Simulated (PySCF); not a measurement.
Sn(F)2(Et)2, SMILES C[CH2][Sn]([F])([F])[CH2]C (C₄H₁₀F₂Sn) (GFN2-xTB optimised geometry):

```
17

C     -2.408    -0.108     0.057
C     -1.199     0.781     0.000
Sn     0.710    -0.504     0.000
F      0.332    -1.728    -1.587
F      0.353    -1.687     1.626
C      3.009    -0.504     0.000
C      3.579    -0.507     1.391
H     -2.445    -0.772    -0.804
H     -3.310     0.507     0.057
H     -2.406    -0.713     0.961
H     -1.102     1.423     0.871
H     -1.140     1.361    -0.917
H      3.217    -1.423    -0.543
H      3.310     0.361    -0.586
H      4.659    -0.650     1.333
H      3.388     0.431     1.908
H      3.163    -1.322     1.979
```

Method: PBE0/def2-SVP, def2 effective core potentials past Kr (PySCF 2.14.0).

What are the frontier orbital energies and the dipole moment?

HOMO-2 -9.36 eV, HOMO-1 -8.78 eV, HOMO -7.70 eV, LUMO -1.58 eV, LUMO+1 0.12 eV; dipole moment 4.67 D.

On the same geometry PBE/def2-SVP, def2 effective core potentials past Kr run with PySCF gives HOMO-2 -7.29 eV, HOMO-1 -7.17 eV, HOMO -6.45 eV, LUMO -2.36 eV, LUMO+1 -0.67 eV; dipole moment 4.29 D.
